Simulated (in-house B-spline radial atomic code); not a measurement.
**Solving the quasi-particle equation for 2p up of Ne³⁺**

Configuration [He] 2s2 2p3, highest spin, start r2SCAN; correlation leaves out the 2 deepest shells. Computed with an all-electron radial atomic-structure program (B-spline basis): all electrons, non-relativistic, point nucleus, each spin shell either full or empty, empty states to l = 9 with an (l + 1/2)⁻⁴ tail; G0W0 by contour deformation at full frequency.

At the mean-field level ε = -85.291 eV the matrix elements are Σx = -48.4 eV, v_xc = -35.192 eV and Σc(ε) = 0.294 eV, and the slope of the correlation self-energy is dΣc/dω = -0.0220. The quasi-particle energy solves E = ε + Σx − v_xc + Σc(E).

**Question.** What does the linearised equation give?

**Answer.** Z = 1/(1 − dΣc/dω) = 1/1.0220 = 0.9785. The first-order shift is Σx − v_xc + Σc(ε) = -48.4 − (-35.192) + (0.294) = -12.914 eV, so E ≈ ε + Z × shift = -85.291 + 0.9785 × (-12.914) = -97.927 eV.

**Question.** How does that compare with the full solution and with static screening?

**Answer.** Solving the equation at full frequency dependence gives E = -97.891 eV, where Σc = 0.608 eV and the weight is 0.972; the linearised value is off by 36 meV. Leaving Z out would give -98.205 eV. Static COHSEX puts -1.481 eV in place of Σc and gives -99.980 eV, 2.09 eV deeper.
